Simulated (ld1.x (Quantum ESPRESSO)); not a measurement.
# What the settings do to the TM potential of Ag (Z = 47)

Base potential:

Ag (Z = 47), norm-conserving Troullier–Martins (Kleinman–Bylander form), made with ld1.x (Quantum ESPRESSO) 7.5 (LDA (PZ), fully relativistic). Core [Kr], reference 4d10 5s0.5 5p0.5. Waves: 5s (bound): rc 1.90 bohr; 5p (bound): rc 3.95 bohr; 4d (bound): rc 1.40 bohr. Local part: all-electron potential smoothed inside 2.20 bohr (lloc = -1). Core correction: none.

Open shells are filled in proportion to 2j + 1 (rel_dist='average').

All-electron outer shells of the reference configuration (LDA (PZ), scalar-relativistic, ld1.x):

```csv
shell,level (eV),outermost node (bohr),outermost maximum (bohr)
4s,-96.13,0.44,0.82
4p,-59.72,0.44,0.87
4d,-8.69,0.43,1.04
5s,-5.45,1.11,2.46
5p,-1.43,1.25,3.58
```

Cutoffs, loose and tight: the cutoffs (Ry, on a coarse ladder) from which the occupation-weighted sum of valence levels, in a spherical-Bessel basis at the reference potential, stays within 10 and 1 mRy of its value at 400 Ry. They do not see the model core or the augmentation charge, which bear on the density cutoff. Test errors are all-electron minus pseudo excitation energies from the reference, over the configurations 4d10 5s1 5p0; 4d10 5s0 5p0; 4d9 5s0 5p0; 4d9 5s1 5p0; 4d9 5s2 5p0; 4d10 5s0.5 5p0; 4d7 5s0 5p0. A dash means not determined; rows that change the core or the reference have their own tests. The largest error is taken over the tests solved by every variant that gives reliable tests at all: 4d10 5s0 5p0; 4d10 5s0.5 5p0; 4d10 5s1 5p0; 4d7 5s0 5p0; 4d9 5s0 5p0.

A true bound ghost makes a file unfit for plane-wave use even where its test errors are small: the radial tests pick states by their node count and pass the ghost by. Where a test does run into it, the solver fails or the error is huge.

| change | outcome | cutoff, loose | cutoff, tight | bound ghosts | largest test error (meV) |
| --- | --- | --- | --- | --- | --- |
| base | generated | 80 Ry | 120 Ry | none | -715 |
| all radii scaled by about 0.86 (s 1.62, p 3.38, d 1.20 bohr); local potential all-electron potential smoothed inside 1.88 bohr (lloc = -1) | generated | 80 Ry | 100 Ry | s | -552 |
| all radii scaled by about 0.91 (s 1.74, p 3.60, d 1.28 bohr); local potential all-electron potential smoothed inside 2.02 bohr (lloc = -1) | generated | 80 Ry | 110 Ry | s | -607 |
| all radii scaled by about 1.05 (s 1.98, p 4.14, d 1.46 bohr); local potential all-electron potential smoothed inside 2.30 bohr (lloc = -1) | generated | 70 Ry | 110 Ry | none | -752 |
| all radii scaled by about 1.14 (s 2.16, p 4.50, d 1.60 bohr); local potential all-electron potential smoothed inside 2.50 bohr (lloc = -1) | generated | 70 Ry | 100 Ry | none | -902 |
| all radii scaled by about 1.21 (s 2.30, p 4.78, d 1.70 bohr); local potential all-electron potential smoothed inside 2.66 bohr (lloc = -1) | generated | 70 Ry | 100 Ry | none | -991 |
| all radii scaled by about 1.30 (s 2.48, p 5.16, d 1.82 bohr); local potential all-electron potential smoothed inside 2.88 bohr (lloc = -1) | generated | 60 Ry | 90 Ry | none | -1118 |

What comes out with this change to the base: all radii scaled by about 0.74 (s 1.42, p 2.94, d 1.04 bohr); local potential all-electron potential smoothed inside 1.64 bohr (lloc = -1)?

outcome: generated; cutoff, loose: 110 Ry; cutoff, tight: 140 Ry; bound ghosts: s; largest test error (meV): -469.

What comes out with this change to the base: all radii scaled by about 1.38 (s 2.62, p 5.46, d 1.94 bohr); local potential all-electron potential smoothed inside 3.04 bohr (lloc = -1)?

outcome: generated; cutoff, loose: 55 Ry; cutoff, tight: 90 Ry; bound ghosts: none; largest test error (meV): -1179.

Reading the sweep of the scale of all radii (base = 1) (base included, trends over the rows without a ghost): The loose cutoff falls from 80 Ry at 1 to 55 Ry at 1.38. A larger radius leaves more room for a smooth pseudo-wave, so fewer plane waves are needed; a smaller one forces it to follow the all-electron wave where it bends sharply. The median size of the test errors (rows with all tests solved) rises from 9.1 meV at 1 to 89.4 meV at 1.38. More of the atom is replaced by a form fitted at one configuration, so other configurations suffer as the radius grows. Bound ghosts are found at 0.74, 0.86, 0.91.
